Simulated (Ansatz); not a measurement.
Z-matrix (Å, degrees):
```
C
B 1 1.558
H 1 1.094 2 110.2
H 1 1.090 2 112.6 3 121.6
H 1 1.094 2 110.2 3 -116.8
O 2 1.353 1 122.1 3 -121.7
F 2 1.343 1 119.9 3 58.3
H 6 0.962 2 112.8 1 -180.0
```

The species carries charge 0 and has multiplicity 1.

(1) List the ωB97M-V/def2-TZVPP orbital energies in eV (the Gaussian-basis code of Ansatz). (Estimate.)

## Answers

(1) Computed: Occupied: -677.48, -526.67, -280.75, -189.39, -36.37, -31.72, -22.48, -18.48, -17.61, -15.79, -15.63, -13.61, -13.59, -13.12, -12.68, -12.27. Lowest empty: 2.01, 2.95, 2.98, 4.10, 4.18, 4.86, 5.16, 6.40.
